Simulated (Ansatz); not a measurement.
Coupled-cluster diagnostics for GaF3, Ansatz.

Geometry of the singlet (PBE-D4/def2-TZVP):

| atom | x (Å) | y (Å) | z (Å) |
| --- | --- | --- | --- |
| Ga1 | 0.000 | 0.000 | 0.000 |
| F2 | -1.571 | 0.289 | -0.704 |
| F3 | 1.377 | -0.292 | -1.032 |
| F4 | 0.194 | 0.003 | 1.736 |

Correlated methods freeze 12 core orbitals; core or outer-core shells of Ga are correlated, in sets that lack core-valence functions.

(1) Estimate the CCSD(T) correlation energy, the shares of MP2 and (T), T1 and the reference's ⟨S²⟩ for: charge 0, singlet, own geometry in def2-TZVPP; charge 1, doublet, vertical in def2-TZVPP; and the rough time on 4 threads of Arm Neoverse V1 on a shared host.

## Answers

(1) 
| state | basis | correlation (eV) | MP2 share (%) | (T) share (%) | T1 | ⟨S²⟩ (pure) | wall time |
| --- | --- | --- | --- | --- | --- | --- | --- |
| charge 0, singlet, own geometry | def2-TZVPP | -26.915 | 98.2 | 3.1 | 0.015 | 0.00 (0.00) | 24 s |
| charge 1, doublet, vertical | def2-TZVPP | -25.402 | 96.6 | 3.2 | 0.029 | 0.75 (0.75) | 2 min |
Customary marks for T1 are 0.02 (closed shells), 0.045 (open shells) and about 0.05 (3d metals). T1 exceeds 0.02 in 1 of 2 rows and 0.045 in 0; the higher it lies, the less the single-reference result can be trusted.
